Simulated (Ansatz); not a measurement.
Reaction (redistribution): `C[O][Al]([F])[Br]` + `[SiH3][O][Cd][Br]` → `C[O][Al]([F])[O][SiH3]` + `[Br][Cd][Br]`

Program: Ansatz. Geometries: PBE0-D4/def2-TZVP. ΔE: electronic, gas phase. CCSD(T)/CBS is the MP2 limit (def2-TZVPP, def2-QZVPP) plus CCSD(T) − MP2 in def2-TZVPP, frozen cores. DFT in def2-TZVPP. def2 core potentials past Kr. For Br, Cd outer-core shells are correlated without core-valence functions, which leaves a few kJ/mol of doubt a bond. Scalar relativity is left out up to krypton. One conformer a species, not always the lowest.

Task: Is it downhill or uphill in electronic energy at CCSD(T)/CBS, and by how much? (An estimate is asked.)

Result: Computed: Downhill: ΔE = -27.6 kcal/mol.

Task: What do these levels give: PBE-D4, ωB97X-V, B2PLYP, SCS-MP2/def2-TZVPP, CCSD/def2-TZVPP, SCS-MP2/def2-QZVPP? (Estimate.)

Result: Ansatz gave: PBE-D4 -25.1, ωB97X-V -27.2, B2PLYP -27.7, SCS-MP2/def2-TZVPP -26.5, CCSD/def2-TZVPP -27.6, SCS-MP2/def2-QZVPP -27.1 kcal/mol.

Largest T1 diagnostic among the species: 0.013.

In def2-TZVPP, CCSD(T) changes the Hartree–Fock value by +7.4 kcal/mol (the triples alone add +1.2 kcal/mol) and MP2 by +7.8 kcal/mol. From PBE to PBE0 (25 % exact exchange), in def2-TZVPP and without D4, ΔE moves by −2.4 kcal/mol.
